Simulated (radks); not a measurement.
Results of a calculation; reference values are marked as such.
Effect of the nuclear size on the indium ion In2+, [Kr] 4d10 5s1. Level of theory: Dirac Kohn-Sham, relativistic LDA (MacDonald-Vosko exchange, VWN5 correlation), spin-unpolarised, spherical densities, finite nucleus; Fermi nuclear charge, rms radius 4.6156 fm (a radial shooting solver on a logarithmic mesh with Libxc functionals). The rms radius is varied about that value; shifts are against it.

rms radius (fm)  total energy shift (eV)  density at nucleus (e/bohr^3)  1s1/2 shift (meV)  2s1/2 shift (meV)  4s1/2 shift (meV)  4p1/2 shift (meV)  5s1/2 shift (meV)
3.9048                             -1.03                      1.771e+05               -428              -48.7              -1.82              0.118             -0.195
4.4725                            -0.218                      1.736e+05              -91.2              -10.4             -0.386              0.025             -0.041
4.6156                                 0                      1.728e+05              0.000              0.000              0.000              0.000              0.000
4.9895                             0.598                      1.708e+05                250               28.4               1.06             -0.069              0.114
5.3726                              1.25                       1.69e+05                523               59.4               2.22             -0.144              0.238

Slopes of the eigenvalues against <r^2> in GHz/fm^2, as finite differences over the two radii next to the reference (eigenvalue slopes, not the field-shift constants of lines): 1s1/2 16800, 2s1/2 1920, 4s1/2 71.4, 4p1/2 -4.64, 5s1/2 7.67.
